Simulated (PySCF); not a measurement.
**A small calculation by hand: dipole moment from atomic charges**

Ti(Br)(OH)3 (BrH₃O₃Ti), SMILES [OH][Ti]([OH])([OH])[Br], multiplicity 1. Atoms are numbered in the order given.

```xyz
8

Ti     0.0000     0.0000     0.7988
Br     0.0000     0.0000    -1.5997
O      1.6658     0.1924     1.3820
H      2.1448     0.9462     1.7489
O     -0.6663    -1.5388     1.3820
H     -0.2530    -2.3305     1.7489
O     -0.9995     1.3464     1.3820
H     -1.8918     1.3843     1.7489
```
Charge 0, spin multiplicity 1.

The structure is a stationary point at B3LYP-D3(BJ)/def2-SVP. The spin state was assumed, not searched. The structure was generated by enumeration; whether it is a known compound was not checked. One conformer was computed; it need not be the lowest.

Charges (e) from PBE/def2-TZVP run with PySCF:

```
atom     IAO  ESP fit
----  ------  -------
Ti1    1.278    0.942
Br2   -0.409   -0.276
O3    -0.667   -0.679
H4     0.377    0.457
O5    -0.667   -0.681
H6     0.377    0.458
O7    -0.667   -0.681
H8     0.377    0.459
```

The dipole moment of the full density is 3.63 D.

### Question
What dipole moment does each set of point charges give, and which comes closer to that of the density?

### Answer

μ = Σ q r, and 1 e Å = 4.8032 D.
IAO: Σ q r = (0.000, 0.000, 0.888) e Å, |μ| = 4.26 D.
ESP fit: Σ q r = (-0.001, 0.001, 0.776) e Å, |μ| = 3.73 D.
ESP fit comes closer in size. Point charges leave out the atoms' own dipoles (lone pairs, polarised bonds); fits to the potential absorb them, partitions of the density don't.
